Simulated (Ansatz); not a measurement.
Harmonic frequencies (cm⁻¹) at PBE0-D4/def2-TZVP from Ansatz: 99, 105, 342, 487, 662, 2702.

Each molecule was computed in one conformer, which needn't be the lowest.

(1) Which molecule is it?
A. `[OH][Zn][SH]`
B. `[CH3][ZnH]`
C. `[F][Zn][Cl]`
D. `[SH][Zn][Cl]`

## Answers

(1) D.
